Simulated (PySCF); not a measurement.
**Working out the ionisation energy of Ag²⁺**

Ag²⁺ [Kr] 4d9 (2D) → Ag³⁺ [Kr] 4d8 (3F). Calculation: PySCF 2.14, in x2c-SVPall (6s5p5d1f, 53 functions); the spin-free X2C one-electron Hamiltonian (Gaussian nucleus). Frozen: [Kr]. Energies in hartree (1 hartree = 27.21139 eV):

```
             part  Ag²⁺ (lower)  Ag³⁺ (upper)
              UHF  -5311.345242  -5310.132060
MP2 opposite-spin     -0.131275     -0.096239
    MP2 same-spin     -0.078718     -0.062209
```

Question: What does Hartree-Fock give?

Answer: (-5310.132060) − (-5311.345242) = 1.213182 hartree = 33.012 eV.

Question: What do MP2 and SCS-MP2 (6/5 opposite-spin, 1/3 same-spin) give?

Answer: The opposite-spin parts differ by 0.953 eV and the same-spin parts by 0.449 eV. MP2: 33.012 + (0.953) + (0.449) = 34.414 eV. SCS-MP2: 33.012 + 1.2 × (0.953) + (0.449)/3 = 34.305 eV.

Reference: 34.8 ± 0.3 eV (semi-empirical (NIST evaluation); NIST Atomic Spectra Database, ionization energies), between the lowest levels; spin-orbit coupling is absent from the calculation.

A double-zeta basis recovers only part of the correlation energy.

What remains against the reference includes basis incompleteness, the frozen core and correlation beyond second order.
